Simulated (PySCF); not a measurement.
# Solvent effects on NMR parameters

Geometry (Å), atoms numbered from 1 in this order:
```xyz
17

C     2.6044    0.7842    0.2355
B     1.5497   -0.0384    1.0498
C     0.7426   -1.2290    0.4621
B    -0.4708   -0.4857   -0.2426
N    -1.6655   -0.2548    0.4372
C    -2.8418    0.4147   -0.0562
H     2.3669    1.8617    0.2672
H     3.5798    0.6968    0.7502
H     2.7348    0.4742   -0.8120
H     1.3163    0.3161    2.1922
H     0.3722   -1.9203    1.2349
H     1.3034   -1.7675   -0.3185
H    -0.3790   -0.0557   -1.3741
H    -1.7516   -0.5886    1.3918
H    -3.0939    1.3036    0.5475
H    -2.6653    0.7465   -1.0883
H    -3.7242   -0.2482   -0.0590
```

GIAO PBE0/pcSseg-1 in PySCF 2.14.0 with density-fitted response routines on one PBE0-D3(BJ)/def2-SVP conformer, non-relativistic, equivalent nuclei averaged. Solvents enter as an IEF-PCM continuum (chloroform with ε = 4.7) around the gas-phase geometry. Shifts are referred to TMS, BF3·OEt2 computed in the same medium.

Gas phase, δ in ppm: C3 42.0, C6 37.5, C1 16.9, B2 82.7, B4 39.3, H10 7.12, H13 4.82, H14 3.92, H15/H16/H17 2.92, H11/H12 2.16, H7/H8/H9 1.02. Dipole moment 1.75 D.

Task: How does each δ change in the continuum?

Result: 
```tsv
atoms	environment	Δδ, chloroform
C3	sp3 CH2 bonded to 2 B	+0.1
C6	methyl carbon bonded to N	+0.6
C1	methyl carbon bonded to B	+0.1
B2	boron bonded to 2 C, H	-0.1
B4	boron bonded to C, N, H	-0.5
H10	hydrogen on a boron bonded to 2 C	-0.10
H13	hydrogen on a boron bonded to C, N	-0.14
H14	hydrogen on a nitrogen bonded to C, B	+0.49
H15/H16/H17	hydrogen on a methyl carbon bonded to N	+0.04
H11/H12	hydrogen on an sp3 CH2 bonded to 2 B	0.00
H7/H8/H9	hydrogen on a methyl carbon bonded to B	+0.01
```

Changes are relative to the gas phase. The dipole moment becomes 2.06 D in chloroform.

Task: Which of the listed nuclei move most (in ppm), and what does the model miss? (N and O are left out, as their reference compounds move with the solvent too.)

Result: C6 (methyl carbon bonded to N, +0.6 ppm) in chloroform. A continuum only polarises the solute; specific hydrogen bonds, the anisotropy of aromatic solvents and changes of geometry or conformer are outside it.
